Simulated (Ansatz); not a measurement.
Input for Ansatz (a program for electronic structure): R-wB97X-V/def2-TZVPP on H2O (SMILES O).

Ansatz 0.2 input:
```yaml
crystal:
  periodic: [false, false, false]
  atoms:
    - {symbol: O, position_ang: [-0.00000000, 0.00000000, 0.38961139]}
    - {symbol: H, position_ang: [0.00000000, 0.76498632, -0.19485569]}
    - {symbol: H, position_ang: [0.00000000, -0.76498632, -0.19485569]}
basis:
  gaussian:
    orbitals: def2-TZVPP
hamiltonian:
  xc: {name: wB97X-V}
scf: {lower_state_search: off}
```

Output:

```
WARN ansatz: RAYON_NUM_THREADS=4 ignored (pool sized by the plan → 4); use --threads N
Functional definition: wB97X-V
these checks for a lower state are left out or cut short: stability, starts, cluster_reference, orbital_swaps, neighbouring_geometries, increment
integrals: 0.01 GiB planned
269 factors; their error is unknown
integrals: 0.04 GiB planned
69 factors; integrals over basis functions are off by at most 2.2e-5 eV
mean field: 0.14 GiB planned
mean field evaluation 1: about -2076.8905 eV, gradient 4.4e1 eV
mean field evaluation 2: about -2076.7259 eV, gradient 4.6e1 eV
mean field evaluation 4: about -2079.8828 eV, gradient 2.6e-1 eV
mean field evaluation 8: about -2079.8870 eV, gradient 1.3e-3 eV
mean field -2079.88699354 eV, -76.4344372144 hartree, gradient 4.7e-6 eV, S^2 0.000000; 0 other end points of the search recorded, 0 dependent functions left out
reference -2079.88699264 eV, -76.4344371814 hartree; 5, 5 occupied and 54, 54 virtual orbitals, 269 factors
Total energy: -2079.88699264 eV, -76.4344371814 hartree
Checks for a lower state left out: stability, starts, cluster_reference, orbital_swaps, neighbouring_geometries, increment
```

Self-consistency was reached.

Cost: very roughly 0.6 core-seconds.
